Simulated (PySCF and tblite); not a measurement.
Values are calculated unless marked as measured or tabulated.
C₆H₁₁FO, numbered as in [F:1][C@@H:2]1[CH2:3][CH2:4][CH2:5][CH2:6][CH2:7][O:8]1. Level: B3LYP-D3(BJ)/pcSseg-1 (IEF-PCM, methanol)//GFN2-xTB, thermal terms from GFN2-xTB, symmetry numbers and mirror pairs counted. Conformers within 3 kcal/mol (GFN2-xTB free energy) were kept, 10 at most. GIAO shieldings: B3LYP/pcSseg-1 (IEF-PCM, methanol). Shifts are against TMS (¹H), TMS (¹³C) at the same level; of two unlike H on one atom, a is the less shielded. Codes: tblite and PySCF.

The 7-ring runs over atoms 2–3–4–5–6–7–8.

| conformer | shape | point group | mirror pair | ΔE(DFT) | Δ(G−E) at 323.15 K | δ H5a (ppm) |
| --- | --- | --- | --- | --- | --- | --- |
| 1 | 7-ring puckered (ring torsions 84, -72, 55, -74, 94, -45, -36°) | C1 | no | 0.00 | 0.00 | 2.05 |
| 2 | 7-ring puckered (ring torsions -71, 56, -72, 87, -41, -35, 84°) | C1 | no | 1.67 | 0.14 | 1.28 |
| 3 | 7-ring puckered (ring torsions -84, 40, 36, -90, 76, -54, 68°) | C1 | no | 2.42 | 0.13 | 1.71 |
| 4 | 7-ring puckered (ring torsions -68, 86, -36, -44, 93, -69, 47°) | C1 | no | 3.38 | 0.04 | 1.54 |
| 5 | 7-ring puckered (ring torsions -54, 73, -86, 40, 39, -87, 71°) | C1 | no | 3.79 | -0.25 | 1.40 |

Energies in kcal/mol; the thermal term leaves out symmetry numbers and mirror images.

Problem. Work out the weights at 323.15 K and the ¹H shift of H5a under fast exchange.

Solution. RT = 0.642 kcal/mol. Each conformer gets RT ln(σ/g), with σ the rotational symmetry number and g = 2 for a mirror pair: 1: σ = 1, g = 1, G = 0.00 + 0.00 + 0.00 = 0.00, 0.00 above the lowest, exp(−ΔG/RT) = 1.000; 2: σ = 1, g = 1, G = 1.67 + 0.14 + 0.00 = 1.81, 1.81 above the lowest, exp(−ΔG/RT) = 0.060; 3: σ = 1, g = 1, G = 2.42 + 0.13 + 0.00 = 2.55, 2.55 above the lowest, exp(−ΔG/RT) = 0.019; 4: σ = 1, g = 1, G = 3.38 + 0.04 + 0.00 = 3.41, 3.41 above the lowest, exp(−ΔG/RT) = 0.005; 5: σ = 1, g = 1, G = 3.79 − 0.25 + 0.00 = 3.54, 3.54 above the lowest, exp(−ΔG/RT) = 0.004. The sum is 1.088, so the weights are 91.9, 5.5, 1.7, 0.5, 0.4 %. The averaged shift is 2.00 ppm. At 298.15 K it is 2.01 ppm. At 298.15 K the leading conformer alone gives 2.05 ppm and bare DFT energies give 2.01 ppm.


Conformer gaps in pcSseg-1 on xTB geometries can be 2 kcal/mol off for S=O, P=O and other polar bonds.